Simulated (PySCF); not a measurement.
Computed IR spectrum (relative IR intensity) of a molecule C3H9NOSi. The structure is a stationary point at PBE-D3(BJ)/def2-SVP. Other conformers were not sampled. These are PySCF with PBE-D3(BJ)/def2-SVP values and carry that method's errors. Frequencies are harmonic and unscaled.

ν (cm⁻¹): 195 (vw), 243 (w), 250 (vw), 309 (m), 349 (m), 466 (m), 725 (m), 743 (m), 788 (s), 865 (m), 890 (vs), 907 (m), 991 (w), 1076 (w), 1100 (w), 1128 (m), 1159 (w), 1222 (w), 1375 (w), 1400 (w), 1419 (vw), 1427 (w), 2196 (vs), 2828 (m), 2836 (m), 2846 (s), 2994 (m), 3001 (m), 3049 (w), 3756 (m) (against the strongest line: vs over 80 %, s over 45 %, m over 15 %, w over 4 %, vw less)

Task: Identify the compound among the candidates.
A. N[C@@H]1CCO[SiH2]1
B. C/C=C/[Si@@H](N)O
C. C=CC[Si@H](N)O
D. CN1C[SiH](O)C1

Result: D, CN1C[SiH](O)C1
